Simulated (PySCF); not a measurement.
fluorine atom (F), doublet; PySCF with B3LYP/cc-pVTZ.

PySCF was given this input:
```python
from pyscf import gto, scf, dft

mol = gto.M(
    atom='''
F     0.000000    0.000000    0.000000
''',
    basis='cc-pvtz',
    charge=0,
    spin=1,
    verbose=4,
)

mf = dft.UKS(mol)
mf.xc = 'b3lyp'
mf.grids.becke_scheme = dft.gen_grid.stratmann
mf.kernel()
mf.analyze()
```

Output, abridged:

```
PySCF version 2.14.0

[INPUT] verbose = 4
[INPUT] num. atoms = 1
[INPUT] num. electrons = 9
[INPUT] charge = 0
[INPUT] spin (= nelec alpha-beta = 2S) = 1
[INPUT] symmetry False subgroup None
[INPUT] Mole.unit = angstrom
[INPUT] Symbol           X                Y                Z      unit          X                Y                Z       unit  Magmom
[INPUT]  1 F      0.000000000000   0.000000000000   0.000000000000 AA    0.000000000000   0.000000000000   0.000000000000 Bohr   0.0

nuclear repulsion = 0
number of shells = 9
number of NR pGTOs = 42
number of NR cGTOs = 30
basis = cc-pvtz
ecp = {}

******** <class 'pyscf.dft.uks.UKS'> ********
method = UKS
initial guess = minao
damping factor = 0
level_shift factor = 0
DIIS = <class 'pyscf.scf.diis.CDIIS'>
diis_start_cycle = 1
diis_space = 8
diis_damp = 0
SCF conv_tol = 1e-09
SCF conv_tol_grad = None
SCF max_cycles = 50
direct_scf = True
direct_scf_tol = 1e-13
number electrons alpha = 5  beta = 4
XC library pyscf.dft.libxc version 7.1.2
    S. Lehtola, C. Steigemann, M. J. T. Oliveira, and M. A. L. Marques,  SoftwareX 7, 1–5 (2018)
XC functionals = b3lyp
    P. J. Stephens, F. J. Devlin, C. F. Chabalowski, and M. J. Frisch,  J. Phys. Chem. 98, 11623 (1994)
radial grids:
    Treutler-Ahlrichs [JCP 102, 346 (1995); DOI:10.1063/1.469408] (M4) radial grids

becke partition: Stratmann, Scuseria, Frisch. CPL, 257, 213 (1996); DOI:10.1016/0009-2614(96)00600-8
pruning grids: <function nwchem_prune>
grids dens level: 3
symmetrized grids: False
atomic radii adjust function: <function treutler_atomic_radii_adjust>
small_rho_cutoff = 0
Set gradient conv threshold to 3.16228e-05
tot grids = 14264
init E= -99.6690335601853

cycle= 1 E= -99.7592488350418  delta_E= -0.0902  |g|= 0.12  |ddm|= 0.465
cycle= 2 E= -99.7627932860947  delta_E= -0.00354  |g|= 0.0132  |ddm|= 0.0473
cycle= 3 E= -99.7628646490426  delta_E= -7.14e-05  |g|= 0.0017  |ddm|= 0.00821
cycle= 4 E= -99.7628664812598  delta_E= -1.83e-06  |g|= 0.00034  |ddm|= 0.0015
cycle= 5 E= -99.7628665274412  delta_E= -4.62e-08  |g|= 0.000249  |ddm|= 0.000309
cycle= 6 E= -99.7628665433785  delta_E= -1.59e-08  |g|= 1.5e-05  |ddm|= 0.000105
cycle= 7 E= -99.7628665434605  delta_E= -8.2e-11  |g|= 1.56e-06  |ddm|= 9.32e-06
Extra cycle  E= -99.7628665434679  delta_E= -7.32e-12  |g|= 1.55e-06  |ddm|= 3.27e-06
converged SCF energy = -99.7628665434679  <S^2> = 0.75135848  2S+1 = 2.001358
**** SCF Summaries ****
Total Energy =                         -99.762866543467851
Nuclear Repulsion Energy =               0.000000000000000
One-electron Energy =                 -139.235689395784050
Two-electron Energy =                   39.472822852316199
Two-electron Coulomb Energy =           49.852601768293873
DFT Exchange-Correlation Energy =      -10.379778915977678
**** MO energy ****
                             alpha | beta                alpha | beta
MO #1   energy= -24.7797941112036  | -24.7484395616403  occ= 1 | 1
MO #2   energy= -1.22880763938081  | -1.13775247297671  occ= 1 | 1
MO #3   energy= -0.559692635582907 | -0.440504046062478 occ= 1 | 1
MO #4   energy= -0.471286219734481 | -0.440502475322638 occ= 1 | 1
MO #5   energy= -0.47128613077878  | -0.265319064766548 occ= 1 | 0
MO #6   energy= 0.649324618169794  | 0.700004594647528  occ= 0 | 0
MO #7   energy= 0.688754739921427  | 0.700005365131409  occ= 0 | 0
MO #8   energy= 0.68875475375584   | 0.72689521029462   occ= 0 | 0
MO #9   energy= 0.886003793107023  | 0.922176365072174  occ= 0 | 0
MO #10  energy= 1.85833012608046   | 1.92948422706829   occ= 0 | 0
MO #11  energy= 1.87363695301955   | 1.9294842587868    occ= 0 | 0
MO #12  energy= 1.87363695728912   | 1.93519055995494   occ= 0 | 0
MO #13  energy= 1.9222240371427    | 1.93519079306853   occ= 0 | 0

To work with the spin densities directly, `use mulliken_meta_spin()` only printing them here.

 ** Mulliken spin pop alpha/beta on meta-lowdin orthogonal AOs **
 ** Mulliken Spin Density (per AO)  **
spin_pop of  0 F 1s       -0.00001
spin_pop of  0 F 2s       -0.00004
spin_pop of  0 F 3s       -0.00021
spin_pop of  0 F 4s        0.00000
spin_pop of  0 F 2px       0.34757
spin_pop of  0 F 2py       0.15835
spin_pop of  0 F 2pz       0.49251
spin_pop of  0 F 3px       0.00049
spin_pop of  0 F 3py       0.00026
spin_pop of  0 F 3pz       0.00067
spin_pop of  0 F 4px       0.00001
spin_pop of  0 F 4py       0.00000
spin_pop of  0 F 4pz       0.00001
spin_pop of  0 F 3dxy      0.00004
spin_pop of  0 F 3dyz      0.00006
spin_pop of  0 F 3dz^2     0.00002
spin_pop of  0 F 3dxz      0.00014
spin_pop of  0 F 3dx2-y2    0.00001
spin_pop of  0 F 4dxy     -0.00000
spin_pop of  0 F 4dyz     -0.00000
spin_pop of  0 F 4dz^2    -0.00000
spin_pop of  0 F 4dxz     -0.00000
spin_pop of  0 F 4dx2-y2   -0.00000
spin_pop of  0 F 4f-3      0.00001
spin_pop of  0 F 4f-2      0.00003
spin_pop of  0 F 4f-1      0.00001
spin_pop of  0 F 4f+0      0.00002
spin_pop of  0 F 4f+1      0.00003
spin_pop of  0 F 4f+2      0.00002
spin_pop of  0 F 4f+3      0.00001
 ** Mulliken Spin Density (per atom)  **
spin density of  0 F =      1.00000
 ** Mulliken pop alpha/beta on meta-lowdin orthogonal AOs **
 ** Mulliken pop       alpha | beta **
pop of  0 F 1s        0.99998 | 0.99998
pop of  0 F 2s        0.99967 | 0.99972
pop of  0 F 3s        0.00001 | 0.00022
pop of  0 F 4s        0.00001 | 0.00001
pop of  0 F 2px       0.99944 | 0.65187
pop of  0 F 2py       0.99968 | 0.84133
pop of  0 F 2pz       0.99926 | 0.50675
pop of  0 F 3px       0.00050 | 0.00001
pop of  0 F 3py       0.00027 | 0.00002
pop of  0 F 3pz       0.00068 | 0.00001
pop of  0 F 4px       0.00001 | 0.00000
pop of  0 F 4py       0.00001 | 0.00000
pop of  0 F 4pz       0.00001 | 0.00000
pop of  0 F 3dxy      0.00005 | 0.00001
pop of  0 F 3dyz      0.00008 | 0.00001
pop of  0 F 3dz^2     0.00002 | 0.00000
pop of  0 F 3dxz      0.00017 | 0.00003
pop of  0 F 3dx2-y2    0.00001 | 0.00000
pop of  0 F 4dxy      0.00000 | 0.00000
pop of  0 F 4dyz      0.00000 | 0.00000
pop of  0 F 4dz^2     0.00000 | 0.00000
pop of  0 F 4dxz      0.00000 | 0.00000
pop of  0 F 4dx2-y2    0.00000 | 0.00000
pop of  0 F 4f-3      0.00001 | 0.00000
pop of  0 F 4f-2      0.00003 | 0.00000
pop of  0 F 4f-1      0.00001 | 0.00000
pop of  0 F 4f+0      0.00002 | 0.00000
pop of  0 F 4f+1      0.00003 | 0.00000
pop of  0 F 4f+2      0.00002 | 0.00000
pop of  0 F 4f+3      0.00001 | 0.00000
In total             5.00000 | 4.00000
 ** Mulliken atomic charges   ( Nelec_alpha | Nelec_beta ) **
charge of  0F =     -0.00000  (     5.00000      4.00000 )
Dipole moment(X, Y, Z, Debye):  0.00000,  0.00000, -0.00000
```
